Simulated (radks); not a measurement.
Species: Zr III. Configuration: [Kr] 4d2.

Method: scalar-relativistic Kohn-Sham, LDA (Slater exchange, Perdew-Wang correlation), spin-unpolarised, spherical densities, finite nucleus; Fermi nuclear charge, rms radius 4.2694 fm; computed with a radial shooting solver on a logarithmic mesh with Libxc functionals.

Energy parts (eV):
| part | energy |
|---|---|
| total | -97792.274 |
| kinetic | 100519.275 |
| electron-nucleus | -235025.868 |
| Hartree | 39695.717 |
| exchange-correlation | -2981.399 |

Orbitals (lengths in bohr, moments of r in powers of bohr):
| orbital | occ. | eigenvalue (eV) | <1/r> | <r^2> |
|---|---|---|---|---|
| 1s | 2 | -17813.46 | 41.21 | 0.001857 |
| 2s | 2 | -2481.420 | 9.237 | 0.03124 |
| 2p | 6 | -2216.237 | 9.008 | 0.02458 |
| 3s | 2 | -418.3061 | 3.135 | 0.2420 |
| 3p | 6 | -331.9160 | 2.979 | 0.2497 |
| 3d | 10 | -189.6125 | 2.740 | 0.2481 |
| 4s | 2 | -69.1081 | 1.121 | 1.663 |
| 4p | 6 | -47.0582 | 0.9828 | 2.131 |
| 4d | 2 | -17.5112 | 0.6571 | 4.797 |

The highest occupied level is 4d at -17.511 eV. For comparison, the ionisation energy in NIST's Atomic Spectra Database is 23.170 eV (semi-empirical). In exact Kohn-Sham theory the highest level is minus the ionisation energy, but local and semilocal functionals leave it too shallow, through self-interaction and a potential that decays too fast; potentials with the right tail come closer. Summed over all electrons, <r^2> = 30.38 bohr^2, which gives a Langevin (diamagnetic) susceptibility term of -24.1 x 10^-6 cm^3/mol. The electron density at the nucleus is 7.574e+04 e/bohr^3 (large components only).

Beside tabulated values, note that spin-unpolarised runs miss the spin-polarisation part of the exchange energy of open shells.
